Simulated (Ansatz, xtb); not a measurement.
**C5H6OS: which of two isomers lies lower**

We compare X, `C#CC(=S)[C@@H](C)O`, a singlet, with Y, `C#C/C(S)=C(\C)O`, a singlet. Both are isolated molecules in the gas phase, relaxed with PBE0-D3(BJ)/def2-SVP; the shapes shown needn't be the lowest conformers.

X (Å):

```xyz
13

C     1.0030   -0.2211    2.7603
C     0.9698   -0.3614    1.5536
C     0.9379   -0.5485    0.1477
C     0.7808   -1.9738   -0.3545
C    -0.5066   -2.5964    0.1839
O     0.8204   -2.0654   -1.7323
S     1.0801    0.7115   -0.8857
H     1.0340   -0.0783    3.8255
H     1.6408   -2.5206    0.0938
H    -1.3726   -2.0286   -0.1867
H    -0.5246   -2.6134    1.2826
H    -0.5812   -3.6258   -0.1925
H     0.9641   -1.1613   -2.0720
```

Y (Å):

```yaml
atoms:
  - { symbol: C, position_ang: [-2.6121, 2.0990, -0.3666] }
  - { symbol: C, position_ang: [-2.0368, 1.0498, -0.5823] }
  - { symbol: C, position_ang: [-1.3959, -0.1808, -0.8665] }
  - { symbol: C, position_ang: [-0.1136, -0.4762, -0.4923] }
  - { symbol: C, position_ang: [0.7651, 0.4453, 0.2734] }
  - { symbol: O, position_ang: [0.4611, -1.6354, -0.7896] }
  - { symbol: S, position_ang: [-2.3259, -1.4578, -1.7017] }
  - { symbol: H, position_ang: [-3.1219, 3.0232, -0.1692] }
  - { symbol: H, position_ang: [-2.1783, -1.0007, -2.9694] }
  - { symbol: H, position_ang: [0.2563, 1.3895, 0.4957] }
  - { symbol: H, position_ang: [1.6806, 0.6451, -0.3048] }
  - { symbol: H, position_ang: [1.0744, -0.0382, 1.2132] }
  - { symbol: H, position_ang: [-0.2049, -2.1592, -1.2823] }
```

Question: Estimate E(Y) − E(X) at the level CCSD(T)/def2-SVP + ΔMP2/def2-TZVPP.

Answer: Calculated at CCSD(T)/def2-SVP + ΔMP2/def2-TZVPP: E(Y) − E(X) = −6.1 kcal/mol, so structure Y lies lower.

The same difference at several levels:

```csv
level,geometry,E(Y) − E(X) (kcal/mol),departure from the last row (kcal/mol),"job, with rough time for the two"
PBE0-D3(BJ)/def2-SVP,PBE0-D3(BJ)/def2-SVP,−10.2,−4.0,"optimisation, 5.6 min"
HF/def2-SVP,PBE0-D3(BJ)/def2-SVP,−10.7,−4.6,part of the CCSD(T) run
MP2/def2-SVP,PBE0-D3(BJ)/def2-SVP,−6.2,−0.1,part of the CCSD(T) run
CCSD(T)/def2-SVP,PBE0-D3(BJ)/def2-SVP,−6.3,−0.1,single point
CCSD(T)/def2-SVP + ΔMP2/def2-TZVPP,PBE0-D3(BJ)/def2-SVP,−6.1,,"single point, 4 min"
```

As drawn, Y has 1 C–S, 1 C=C, 1 S–H in place of 1 C–C, 1 C=S, 1 C–H.

The levels shown agree on the order. The largest departure from CCSD(T)/def2-SVP + ΔMP2/def2-TZVPP is that of HF/def2-SVP, 4.6 kcal/mol. No reliable frequencies are at hand for Y, so it isn't confirmed as a minimum. Levels run at GFN2-xTB geometries aren't shown. The last row adds to CCSD(T) the change of the MP2 difference between the two basis sets, here +0.1 kcal/mol.

The correlated steps freeze 11 core orbitals. Codes used: Ansatz 0.2.0, xtb 6.7.1; the last row on 2 threads of AMD EPYC (Zen 3) on a shared host.
